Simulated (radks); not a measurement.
Charge is removed step by step from the 2p1/2 level of the manganese ion Mn19+, starting from [He] 2s2 2p(1/2: 2, 3/2: 0). All-electron calculation, Dirac Kohn-Sham, LDA (Slater exchange, Perdew-Wang correlation), spin-unpolarised, spherical densities, point nucleus. Program: a radial shooting solver on a logarithmic mesh with Libxc functionals.

| removed (e) | E - E(0) (eV) | eigenvalue (eV) | E minus straight line (eV) |
|---|---|---|---|
| 0 | 0.000 | -1486.3 | 0.000 |
| 0.125 | 186.58 | -1499.0 | -5.606 |
| 0.25 | 374.75 | -1511.8 | -9.617 |
| 0.375 | 564.52 | -1524.6 | -12.029 |
| 0.5 | 755.89 | -1537.4 | -12.839 |
| 0.625 | 948.87 | -1550.3 | -12.044 |
| 0.75 | 1143.5 | -1563.1 | -9.641 |
| 0.875 | 1339.7 | -1576.0 | -5.628 |
| 1 | 1537.5 | -1588.9 | 0.000 |

Removing the whole electron costs 1537.5 eV by Delta-SCF, against 1486.3 eV from minus the eigenvalue at the starting occupation. Slater's transition state (half an electron removed) gives 1537.4 eV. Integrating minus the eigenvalue over the occupation (Janak's theorem) gives 1537.5 eV. The mean slope of the eigenvalue, de/dn, is 103 eV per electron. Ionisation energy of Mn19+ in the NIST Atomic Spectra Database: 1537 eV (semi-empirical).

Beside tabulated values, note that spin-unpolarised runs miss the spin-polarisation part of the exchange energy of open shells.
